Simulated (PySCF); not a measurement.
## C₆ coefficients of unlike pairs at PBE

Calculated with PySCF 2.14 from the dipole response of each species, C₆(A,B) = (3/π) ∫ α_A(iu) α_B(iu) du, in atomic units, from isotropic polarisabilities. For ions this is the dispersion term alone; charge-induced terms of lower order in 1/R come first.

```csv
species,configuration,basis,relativity,α (bohr³),C₆ (like pair)
Mo⁺,[Kr] 4d5 (6S),aug-cc-pwCVTZ-PP with ECP28MDF (8s8p7d4f3g),core potential,22.35,146.4
Ar,[Ar] (1S),def2-QZVPPD (10s7p5d2f1g),none,11.87,69.75
Ag,[Kr] 4d10 5s1 (2S),aug-cc-pVDZ-PP with ECP28MDF (5s5p4d2f),core potential,45.88,335.9
```

**Question.** Estimate C₆ for Ar with Mo⁺.

**Answer.** The integral gives 99.71. The combination rule 2 C_A C_B / (C_A α_B/α_A + C_B α_A/α_B) gives 97.68 and the geometric mean 101.0.

No spin-orbit coupling is included.

The other pairs:

```
   pair     C₆
 Ag, Ar  140.5
Ag, Mo⁺  215.0
```
